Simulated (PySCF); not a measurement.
C₃H₈O₂Si, SMILES OC[SiH]1COC1. Atoms are numbered in the order given.

```xyz
14

O      2.6522    -0.0484     0.5283
C      1.7349     0.0889    -0.5643
Si     0.0084     0.4846     0.1260
C     -1.0583    -0.9306     0.8220
O     -2.1247    -0.6040    -0.1048
C     -1.5607     0.4173    -0.9615
H      2.7455     0.8233     0.9425
H      2.0817     0.8313    -1.3121
H      1.7195    -0.8841    -1.0817
H      0.1641     1.6850     1.0015
H     -0.6793    -1.9566     0.6532
H     -1.4146    -0.8674     1.8647
H     -2.2181     1.3037    -1.0008
H     -1.4313     0.0459    -1.9965
```
Charge 0, spin multiplicity 1.

Geometry: TPSSh-D3(BJ)/def2-SVP. The geometry has at least one imaginary mode, so it is a saddle point at that level. The structure was generated by enumeration, and PubChem lists no compound with its InChIKey, so it may never have been made. One conformer was computed; it need not be the lowest.

These are ωB97X/def2-TZVP (PySCF) values and carry that method's errors.

Computed frontier levels, gap, dipole moment and polarisability:
```json
{
 "highest_occupied_level": "-9.67 eV",
 "lowest_empty_level": "2.13 eV",
 "orbital_gap": "11.80 eV",
 "dipole_moment": "2.33 D",
 "quadrupole, principal values (traceless, Buckingham form, about the centre of nuclear charge)": "-11.26, 4.99, 6.28 D·Å",
 "mean_static_polarisability": "67.4 bohr³ (9.99 Å³)",
 "polarisability_principal_values": "61.4, 65.4, 75.4 bohr³"
}
```
